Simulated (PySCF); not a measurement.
Numbering as in the mapped SMILES `[OH:1][B:2]([OH:3])[CH2:4][SH:5]`. Each H is labelled by its parent atom.

Geometry: PBE0-D3(BJ)/def2-SVP; GIAO shifts from PySCF 2.14, gas phase, non-relativistic, averaged over equivalent atoms.

At PBE0/pcSseg-1 (117 basis functions, 8.2 s wall time on 1 thread of an Arm Neoverse V1, shared host):
```csv
atoms,δ (ppm)
O1/O3,118.6
B2,28.0
C4,9.2
S5,-127.6
H(O1)/H(O3),2.81
H(S5),1.51
H(C4),1.45
```

Chemical shifts δ = σref − σ; H2O for ¹⁷O (σref 334.56); ¹¹B (σref 100.73) against BF3·OEt2; ¹³C (σref 184.41) and ¹H (σref 31.27) against TMS; ³³S (σref 495.66) vs CS2, all at this level.

Estimate the result of repeating the calculation with CAM-B3LYP/pcSseg-2.

## Answers


```tsv
atoms	δ at CAM-B3LYP/pcSseg-2	change
O1/O3	113.3	-5.3
B2	29.8	+1.8
C4	9.9	+0.7
S5	-98.5	+29.1
H(O1)/H(O3)	2.73	-0.08
H(S5)	1.67	+0.16
H(C4)	1.53	+0.08
```

Referencing at the same level of theory: ¹⁷O (σ = 329.76 ppm) against H2O; BF3·OEt2 for ¹¹B (σ = 97.88 ppm); ¹³C (σ = 182.55 ppm) and ¹H (σ = 31.34 ppm) against TMS; ³³S (σ = 494.65 ppm) against CS2.

The largest change is at S5 (thiol sulfur). Cost: 257 basis functions, 34 s wall time on 1 thread of an Arm Neoverse V1, shared host.

A carbon bonded to boron is broadened by the quadrupolar boron nucleus and is often missing from a measured spectrum. Experimental scales use liquid or dissolved standards, which lie at an offset from isolated H2O (liquid H2O: subtract about 36 ppm).
